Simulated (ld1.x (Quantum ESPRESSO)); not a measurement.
# LDA (PZ) TM dataset for tin (Sn), scalar-relativistic all-electron reference.

```json
{
 "Element": "Sn",
 "Generator": "ld1.x (Quantum ESPRESSO) 7.5",
 "Type": "norm-conserving Troullier–Martins (Kleinman–Bylander form)",
 "Functional": "LDA (PZ)",
 "Relativity": "scalar-relativistic",
 "Frozen core": "[Kr]",
 "Valence charge": "14",
 "Reference configuration": "4d10 5s2 5p1.75 (charge +0.25)",
 "Partial waves": "5s (bound): rc 1.90 bohr; 5p (bound): rc 1.64 bohr; 4d (bound): rc 1.55 bohr",
 "Local potential": "the d channel",
 "Core correction": "a·sin(br)/r model core inside 1.40 bohr"
}
```

* Cutoffs needed: 90 Ry and 140 Ry (the cutoffs (Ry, on a coarse ladder) from which the occupation-weighted sum of valence levels, in a spherical-Bessel basis at the reference potential, stays within 10 and 1 mRy of its value at 400 Ry)
* Ghost test: ghost states, extra bound levels that the all-electron valence spectrum of the same l lacks: s at -169.4 eV, p at -34.6 eV; a true bound ghost makes a file unfit for plane-wave use (spherical-Bessel basis up to 400 Ry, 20 bohr box)
* Largest excitation error: -19 meV (all-electron minus pseudo) for 4d10 5s0 5p4, out of 7 test configurations
